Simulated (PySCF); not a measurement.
## Correlation energy of S (sulfur, neutral)

[Ne] 3s2 3p4, high-spin 3P determinant. Computed with PySCF 2.14 in cc-pVDZ-DK (4s3p1d, 18 functions), with the spin-free X2C one-electron Hamiltonian (Gaussian nucleus). Frozen: [Ne]; 6 electrons correlated.

MP2 pair energies summed by pair of shells (mhartree):

```
 pair  energy  share (%)
3p-3p  -39.48       47.1
3s-3p  -36.77       43.9
3s-3s   -7.58        9.0
```

Total MP2 correlation energy: -83.83 mhartree.

Same-spin part -20.73 and opposite-spin part -63.10 mhartree; SCS-MP2 scales them by 1/3 and 6/5 to -82.63 mhartree.

```json
{"level": "CCSD", "correlation energy (mhartree)": "-102.59"}
{"level": "(T)", "correlation energy (mhartree)": "-1.13"}
{"level": "CCSD(T)", "correlation energy (mhartree)": "-103.72"}
```

Diagnostics: T1 = 0.0070, D1 = 0.0225, largest double amplitude 0.053.

Question: Is a single reference adequate?

Answer: Yes: T1 lies below 0.03 and no double amplitude reaches 0.07.
